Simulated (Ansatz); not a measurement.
`C[Si]1(Cl)CS1` + `O=COC[SiH3]` → `C[SiH]1CS1` + `O=COC[SiH2]Cl`  (redistribution)

Program: Ansatz. Geometries: PBE0-D4/def2-TZVP. ΔE: electronic, gas phase. CBS: MP2 limit from def2 TZ/QZ plus the TZ coupled-cluster correction, frozen cores. DFT in def2-TZVPP. Each species was taken in one conformer, which may not be the lowest.

```json
{"level": "PBE-D4", "ΔE (eV)": "0.06"}
{"level": "ωB97M-V", "ΔE (eV)": "0.04"}
{"level": "PBE", "ΔE (eV)": "0.05"}
{"level": "SCS-MP2/def2-TZVPP", "ΔE (eV)": "0.04"}
```

Question: What does CCSD(T)/CBS give? (An estimate is asked.)

Answer: Computed: +0.03 eV. The listed levels differ from it by 0.03, 0.01, 0.02, 0.01 eV.

Largest T1 diagnostic among the species: 0.015.

In def2-TZVPP, CCSD(T) changes the Hartree–Fock value by +0.05 eV (the triples alone add +0.01 eV) and MP2 by +0.06 eV.
